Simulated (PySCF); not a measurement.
# `[OH2]->[Zn](<-[OH2])([Cl])[Cl]`, Cl2H4O2Zn

Geometry:
```csv
atom,x (Å),y (Å),z (Å)
Zn1,0.785,0.001,0.546
Cl2,-0.058,0.043,2.556
Cl3,2.380,-0.040,-0.939
O4,-0.387,1.607,-0.428
H5,0.033,2.010,-1.196
H6,-0.863,2.287,0.058
O7,-0.537,-1.608,-0.215
H8,-1.109,-2.011,0.447
H9,-0.244,-2.290,-0.828
```

The calculation used GIAO wB97X/def2-SVP (def2-TZVP on Zn) magnetisability, rotational g tensor and spin-rotation constants, non-relativistic, gas phase (PySCF 2.14.0). Geometry: GFN2-xTB.

(1) Give the nuclear spin-rotation constants along the inertial axes (H = +C I·J) beside the isotropic shieldings.

Results:

(1) Rotational constants 2.5592, 1.2130, 1.1972 GHz. A star marks the isotopologue with that one atom substituted, in its own axes.
| atom | isotope | Caa (kHz) | Cbb (kHz) | Ccc (kHz) | mean (kHz) | σ (ppm) |
| --- | --- | --- | --- | --- | --- | --- |
| Cl2 | 35Cl | 0.041 | 0.071 | 0.076 | 0.063 | 1066.7 |
| Cl3 | 35Cl | 0.041 | 0.071 | 0.076 | 0.063 | 1066.8 |
| H5 | 1H | -0.053 | -0.118 | -0.147 | -0.106 | 29.7 |
| H6 | 1H | -0.161 | -0.065 | -0.146 | -0.124 | 29.6 |
| H8 | 1H | -0.052 | -0.117 | -0.148 | -0.106 | 29.7 |
| H9 | 1H | -0.161 | -0.063 | -0.147 | -0.124 | 29.6 |
| Zn1 | 67Zn* | 0.345 | 0.515 | 0.484 | 0.448 | 1677.2 |
| O4 | 17O* | -0.087 | -0.077 | -0.103 | -0.089 | 319.8 |

For the geometry as given, no vibrational averaging.
